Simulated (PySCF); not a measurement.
PySCF job for Al(Cl)(Me)(Et) (C3H8AlCl), SMILES C[CH2][Al]([CH3])[Cl], PBE-D3(BJ)/def2-SVP. Coordinates come from a PBE-D3(BJ)/def2-SVP optimisation. The structure was generated by enumeration; whether it is a known compound was not checked. The values are those of a single conformer.

```python
import numpy as np
from pyscf import gto, scf, dft, df
from pyscf.hessian import thermo

mol = gto.M(
    atom='''
    Al   -0.42375562    0.38471008    0.00000000
    Cl    1.68197855    0.74675135    0.00000000
    C    -1.59733321    1.95200555    0.00000000
    H    -1.40322382    2.58912210    0.88906644
    H    -1.40322382    2.58912210   -0.88906645
    H    -2.67333212    1.68286110    0.00000000
    C    -1.01617271   -1.49130695    0.00000000
    C     0.06444592   -2.58212598   -0.00000000
    H    -1.69537565   -1.60611444    0.87763751
    H    -1.69537565   -1.60611444   -0.87763751
    H     0.72519521   -2.50600825   -0.88773999
    H     0.72519521   -2.50600825    0.88773999
    H    -0.37031157   -3.60429964   -0.00000000
    ''',
    basis='def2-SVP',
    charge=0,
    spin=0,
    max_memory=1600,
    verbose=3,
)
mf = dft.RKS(mol, xc='pbe').density_fit(auxbasis='def2-universal-jkfit')
mf.disp = 'd3bj'
mf.grids.level = 3
mf.conv_tol = 1e-11
mf.max_cycle = 100
mf.kernel()

# analytic Hessian; the response equations are solved on a coarser grid
h, args, fine = mf.Hessian(), (mf.mo_energy, mf.mo_coeff, mf.mo_occ), mf.grids
h.max_memory = max(150, 2.5e-5 * df.make_auxmol(mol, mf.with_df.auxbasis).nao * mol.nelec[0] * (mol.nelec[0] + mol.nao))  # MB; small integral blocks
h1ao = h.make_h1(mf.mo_coeff, mf.mo_occ)
mf.grids = dft.Grids(mol).set(level=1).build(with_non0tab=True)
mo1, mo_e1 = h.solve_mo1(*args, h1ao)
mf.grids = fine
hess = h.hess_elec(*args, mo1, mo_e1, h1ao) + h.hess_nuc()
if mf.do_disp():
    hess += h.get_dispersion()
for i in range(mol.natm):  # the analytic DFT Hessian lacks the response of the grid: restore translational invariance
    hess[i, i] -= hess[i].sum(axis=0)
hess = (hess + hess.transpose(1, 0, 3, 2)) / 2
vib = thermo.harmonic_analysis(mol, hess, imaginary_freq=False)
thermo.dump_normal_mode(mol, vib)
th = thermo.thermo(mf, vib['freq_au'][vib['freq_au'] > 0], 298.15, 101325)
thermo.dump_thermo(mol, th)
g0 = mf.nuc_grad_method().set(verbose=0).kernel()

# dipole derivatives [dipole axis, atom, xyz] from the same response
r, irp = mol.intor('int1e_r'), mol.intor('int1e_irp').reshape(3, 3, mol.nao, mol.nao)
sl, dm0, ok = mol.aoslice_by_atom(), np.array(mf.make_rdm1()), []
dmu = np.einsum('a,xt->xat', mol.atom_charges(), np.eye(3))
for a, (_, _, p0, p1) in enumerate(sl):
    dmu[:, a] += 2 * np.einsum('xtij,ij->xt', irp[:, :, :, p0:p1], dm0.reshape(-1, mol.nao, mol.nao).sum(0)[:, p0:p1])
    for u, c, occ, f in [(mo1, mf.mo_coeff, mf.mo_occ, 4)]:
        dmu[:, a] -= f * np.einsum('tui,xuv,vi->xt', u[a], r, c[:, occ > 0], optimize=True)
L = vib['norm_mode']
ir = 974.8801 * (np.einsum('xat,kat->kx', dmu, L) ** 2).sum(1)       # km/mol
apt = np.einsum('xax->a', dmu) / 3
print('mode   freq/cm-1   IR/(km/mol)')
for k, w in enumerate(vib['freq_wavenumber']):
    print(f'{k + 1:4d} {w:11.2f} {ir[k]:13.3f}')
print('max |gradient| / (hartree/bohr):', abs(g0).max())
print('APT charges:', apt.round(4))
```

Program output:

```
converged SCF energy = -821.043474471361

WARN: DFTD3 does not support analytical Hessian, using finite difference


WARN: Mole.unit (angstrom) is changed to Bohr

Mode                                 0                   1                   2
Irrep
Freq [cm^-1]                       15.4739             33.3014             93.6967
Reduced mass [au]                   1.4644              1.1260              4.1003
Force const [Dyne/A]                0.0002              0.0007              0.0212
Char temp [K]                      22.2635             47.9134            134.8088
Normal mode                   x     y     z       x     y     z       x     y     z
       0  Al                 0.00 -0.00  0.01    0.00 -0.00 -0.01   -0.05  0.02  0.00
       1  Cl                 0.00  0.00  0.03    0.00  0.00  0.01   -0.03 -0.09  0.00
       2   C                -0.00 -0.00 -0.07   -0.00 -0.00 -0.03    0.02  0.07 -0.00
       3   H                 0.18  0.20 -0.25   -0.33 -0.26  0.23    0.06  0.06  0.00
       4   H                -0.18 -0.20 -0.25    0.33  0.26  0.23    0.06  0.06 -0.00
       5   H                 0.00 -0.00  0.19   -0.00 -0.00 -0.49    0.00  0.13 -0.00
       6   C                -0.00 -0.00  0.09   -0.00 -0.00  0.08    0.01 -0.00  0.00
       7   C                -0.00 -0.00 -0.11   -0.00 -0.00 -0.05    0.13  0.11 -0.00
       8   H                 0.17 -0.00  0.22    0.12  0.02  0.18    0.03 -0.07  0.00
       9   H                -0.17  0.00  0.22   -0.12 -0.02  0.18    0.03 -0.07 -0.00
      10   H                -0.19 -0.02 -0.25   -0.14 -0.04 -0.15    0.12  0.18  0.00
      11   H                 0.19  0.02 -0.25    0.14  0.04 -0.15    0.12  0.18 -0.00
      12   H                -0.00 -0.00  0.01   -0.00 -0.00  0.06    0.24  0.06  0.00
Mode                                 3                   4                   5
Irrep
Freq [cm^-1]                      133.5642            151.8588            227.3671
Reduced mass [au]                   1.9449              3.1981              1.5201
Force const [Dyne/A]                0.0204              0.0435              0.0463
Char temp [K]                     192.1691            218.4909            327.1307
Normal mode                   x     y     z       x     y     z       x     y     z
       0  Al                -0.00 -0.00 -0.11    0.03  0.06 -0.00   -0.00  0.00  0.09
       1  Cl                -0.00  0.00  0.03    0.05 -0.06  0.00   -0.00 -0.00 -0.02
       2   C                 0.00  0.00  0.08   -0.14 -0.07  0.00   -0.00  0.00 -0.02
       3   H                 0.13 -0.07  0.11   -0.28 -0.04  0.00   -0.09  0.09 -0.07
       4   H                -0.13  0.07  0.11   -0.28 -0.04 -0.00    0.09 -0.09 -0.07
       5   H                 0.00  0.00  0.21   -0.09 -0.29  0.00   -0.00  0.00 -0.11
       6   C                 0.00 -0.00 -0.03    0.01  0.07  0.00    0.00  0.00 -0.09
       7   C                 0.00 -0.00  0.05   -0.01  0.06  0.00    0.00 -0.00  0.01
       8   H                 0.06  0.11  0.04    0.00  0.08 -0.00   -0.12 -0.04 -0.19
       9   H                -0.06 -0.11  0.04    0.00  0.08  0.00    0.12  0.04 -0.19
      10   H                -0.18 -0.23 -0.10   -0.01  0.05  0.00   -0.22 -0.27 -0.18
      11   H                 0.18  0.23 -0.10   -0.01  0.05 -0.00    0.22  0.27 -0.18
      12   H                 0.00 -0.00  0.40   -0.02  0.06  0.00   -0.00 -0.00  0.43
Mode                                 6                   7                   8
Irrep
Freq [cm^-1]                      288.6773            431.5145            521.5087
Reduced mass [au]                   3.8291              6.3201              1.2117
Force const [Dyne/A]                0.1880              0.6934              0.1942
Char temp [K]                     415.3424            620.8532            750.3349
Normal mode                   x     y     z       x     y     z       x     y     z
       0  Al                 0.02 -0.07  0.00    0.06  0.00  0.00    0.00  0.00  0.01
       1  Cl                 0.02  0.03 -0.00   -0.10 -0.02  0.00   -0.00 -0.00 -0.00
       2   C                 0.05 -0.09  0.00    0.07 -0.09 -0.00    0.00  0.00  0.06
       3   H                 0.04 -0.08 -0.00    0.06 -0.08 -0.00   -0.19  0.26 -0.10
       4   H                 0.04 -0.08  0.00    0.06 -0.08  0.00    0.19 -0.26 -0.10
       5   H                 0.05 -0.11 -0.00    0.08 -0.12 -0.00    0.00 -0.00 -0.16
       6   C                -0.14  0.00 -0.00    0.08  0.10  0.00   -0.00 -0.00 -0.11
       7   C                -0.02  0.14  0.00   -0.01  0.03 -0.00    0.00 -0.00  0.01
       8   H                -0.12 -0.01  0.01    0.07  0.15 -0.00    0.36  0.25  0.22
       9   H                -0.12 -0.01 -0.01    0.07  0.15  0.00   -0.36 -0.25  0.22
      10   H                -0.02  0.24  0.00   -0.01 -0.03 -0.00    0.14 -0.06  0.11
      11   H                -0.02  0.24 -0.00   -0.01 -0.03  0.00   -0.14  0.06  0.11
[...]
       1  Cl                 0.00 -0.00 -0.00    0.00 -0.00  0.00   -0.00  0.00 -0.00
       2   C                 0.00  0.00  0.06    0.04  0.03 -0.00   -0.00 -0.00  0.00
       3   H                 0.46 -0.00 -0.05   -0.27 -0.34  0.32   -0.00 -0.01  0.00
       4   H                -0.46  0.00 -0.05   -0.27 -0.34 -0.32   -0.00 -0.01 -0.00
       5   H                -0.00  0.00 -0.72   -0.04  0.31  0.00   -0.00  0.01  0.00
       6   C                -0.00  0.00 -0.00   -0.04  0.02  0.00   -0.01 -0.02 -0.00
       7   C                 0.00 -0.00 -0.00    0.02 -0.03  0.00   -0.03 -0.04 -0.00
       8   H                 0.00  0.01  0.00    0.25 -0.02  0.21   -0.01  0.03  0.01
       9   H                -0.00 -0.01 -0.00    0.25 -0.02 -0.21   -0.01  0.03 -0.01
      10   H                 0.00  0.00 -0.00   -0.06  0.10 -0.04    0.45  0.21  0.37
      11   H                -0.00  0.00  0.00   -0.06  0.10  0.04    0.45  0.21 -0.37
      12   H                -0.00  0.00  0.00   -0.08  0.02 -0.00   -0.40  0.15  0.00
Mode                                24                  25                  26
Irrep
Freq [cm^-1]                     1429.2002           2937.4328           2961.4462
Reduced mass [au]                   1.0339              1.0610              1.0384
Force const [Dyne/A]                1.2442              5.3939              5.3657
Char temp [K]                    2056.3009           4226.3117           4260.8618
Normal mode                   x     y     z       x     y     z       x     y     z
       0  Al                 0.00  0.00  0.00    0.00 -0.00  0.00   -0.00 -0.00 -0.00
       1  Cl                 0.00  0.00 -0.00   -0.00  0.00 -0.00    0.00  0.00  0.00
       2   C                -0.00  0.00 -0.00   -0.00  0.00  0.00   -0.00  0.00  0.00
       3   H                 0.00 -0.00  0.00   -0.00 -0.01 -0.01   -0.01 -0.02 -0.03
       4   H                -0.00  0.00  0.00   -0.00 -0.01  0.01   -0.01 -0.02  0.03
       5   H                -0.00 -0.00  0.00    0.01  0.00  0.00    0.03  0.01 -0.00
       6   C                -0.00 -0.00  0.02    0.07  0.01  0.00    0.01  0.00 -0.00
       7   C                -0.00 -0.00  0.04   -0.00 -0.00 -0.00   -0.03  0.04  0.00
       8   H                -0.04  0.05 -0.00   -0.40 -0.07  0.55   -0.03 -0.00  0.03
       9   H                 0.04 -0.05 -0.00   -0.40 -0.07 -0.55   -0.03 -0.00 -0.03
      10   H                -0.03 -0.50 -0.04   -0.00 -0.00  0.00    0.29  0.05 -0.40
      11   H                 0.03  0.50 -0.04   -0.00 -0.00 -0.00    0.29  0.05  0.40
      12   H                -0.00  0.00 -0.68    0.04  0.08 -0.00   -0.28 -0.62 -0.00
Mode                                27                  28                  29
Irrep
Freq [cm^-1]                     2965.5694           2978.0622           3039.6382
Reduced mass [au]                   1.0359              1.0975              1.1021
Force const [Dyne/A]                5.3679              5.7348              5.9994
Char temp [K]                    4266.7941           4284.7684           4373.3626
Normal mode                   x     y     z       x     y     z       x     y     z
       0  Al                 0.00 -0.00 -0.00    0.00 -0.00  0.00    0.00 -0.00 -0.00
       1  Cl                -0.00  0.00  0.00    0.00  0.00  0.00   -0.00  0.00 -0.00
       2   C                -0.02  0.04  0.00   -0.00  0.00  0.00   -0.00 -0.00  0.00
       3   H                -0.11 -0.32 -0.47   -0.00 -0.00 -0.00    0.00  0.00  0.00
       4   H                -0.11 -0.32  0.47    0.00  0.00 -0.00    0.00  0.00 -0.00
       5   H                 0.51  0.15  0.00    0.00  0.00  0.00    0.00  0.00  0.00
       6   C                -0.00 -0.00 -0.00   -0.00 -0.00  0.09    0.00  0.00 -0.00
       7   C                 0.00 -0.00 -0.00    0.00  0.00 -0.01    0.07  0.06 -0.00
       8   H                 0.01  0.00 -0.02    0.41  0.08 -0.52   -0.03 -0.01  0.03
       9   H                 0.01  0.00  0.02   -0.41 -0.08 -0.52   -0.03 -0.01 -0.03
      10   H                -0.02 -0.00  0.02   -0.05 -0.01  0.06   -0.27 -0.03  0.39
      11   H                -0.02 -0.00 -0.02    0.05  0.01  0.06   -0.27 -0.03 -0.39
      12   H                 0.01  0.03  0.00   -0.00 -0.00 -0.00   -0.27 -0.61 -0.00
Mode                                30                  31                  32
Irrep
Freq [cm^-1]                     3054.7891           3056.9914           3072.4262
Reduced mass [au]                   1.1024              1.0987              1.1019
Force const [Dyne/A]                6.0609              6.0495              6.1284
Char temp [K]                    4395.1613           4398.3300           4420.5373
Normal mode                   x     y     z       x     y     z       x     y     z
       0  Al                 0.00  0.00 -0.00   -0.00 -0.00 -0.00   -0.00 -0.00  0.00
       1  Cl                -0.00 -0.00  0.00   -0.00 -0.00  0.00    0.00  0.00 -0.00
       2   C                -0.00 -0.00  0.00   -0.00 -0.00 -0.09   -0.07 -0.05  0.00
       3   H                -0.00 -0.00 -0.01    0.12  0.39  0.53    0.05  0.20  0.30
       4   H                 0.00  0.00 -0.01   -0.12 -0.39  0.53    0.05  0.20 -0.30
       5   H                 0.00  0.00  0.00    0.00  0.00 -0.02    0.78  0.19  0.00
       6   C                 0.00  0.00 -0.01    0.00  0.00 -0.00    0.00  0.00  0.00
       7   C                -0.00 -0.00 -0.09   -0.00 -0.00 -0.00   -0.00 -0.00  0.00
       8   H                -0.05 -0.01  0.06    0.00  0.00 -0.00    0.00  0.00 -0.00
       9   H                 0.05  0.01  0.06   -0.00 -0.00 -0.00    0.00  0.00  0.00
      10   H                -0.40 -0.06  0.53   -0.00 -0.00  0.01    0.00  0.00 -0.00
      11   H                 0.40  0.06  0.53    0.00  0.00  0.01    0.00  0.00  0.00
      12   H                 0.00  0.00 -0.02    0.00  0.00 -0.00    0.00  0.00  0.00
temperature 298.1500 [K]
pressure 101325.00 [Pa]
Rotational constants [GHz] 2.99590 2.20152 1.29991
Symmetry number 1
Zero-point energy (ZPE) 0.09846 [Eh]   258514.521 [J/mol]
                           tot       elec      trans        rot        vib
Entropy [J/mol/K]       405.070      0.000    166.969    117.230    120.872
Cv [J/mol/K]            118.168      0.000     12.472     12.472     93.224
Cp [J/mol/K]            126.482      0.000     20.786     12.472     93.224
Internal energy [J/mol]                      3718.434   3718.434 274478.101
Internal energy [Eh]   -820.93610  -821.04347
Enthalpy [J/mol]                             6197.391   3718.434 274478.101
Enthalpy [Eh]          -820.93515
Gibbs free energy [J/mol]                  -43584.363 -31233.561 238440.201
Gibbs free energy [Eh] -820.98115
mode   freq/cm-1   IR/(km/mol)
   1       15.47         0.033
   2       33.30         0.022
   3       93.70         1.622
   4      133.56         3.668
   5      151.86         4.663
   6      227.37         3.795
   7      288.68         9.274
   8      431.51        14.670
   9      521.51         1.667
  10      572.76        29.674
  11      636.95        64.012
  12      664.41        79.063
  13      696.22       142.228
  14      892.91         1.825
  15      928.20         8.434
  16     1022.40        18.725
  17     1163.47        18.301
  18     1171.19         5.448
  19     1195.28         1.967
  20     1347.12         5.245
  21     1368.60         3.801
  22     1374.13         1.853
  23     1374.27         0.040
  24     1419.82         4.296
  25     1429.20         6.397
  26     2937.43        16.322
  27     2961.45        42.919
  28     2965.57         1.105
  29     2978.06         8.027
  30     3039.64        21.662
  31     3054.79        18.030
  32     3056.99         2.184
  33     3072.43         5.345
max |gradient| / (hartree/bohr): 2.600138653266884e-05
APT charges: [ 1.2995 -0.5702 -0.4388  0.0195  0.0195  0.0159 -0.3116  0.0835 -0.0224
 -0.0224 -0.0089 -0.0089 -0.0546]
```

The run converged.

Cost: around 110 core-seconds (rough).
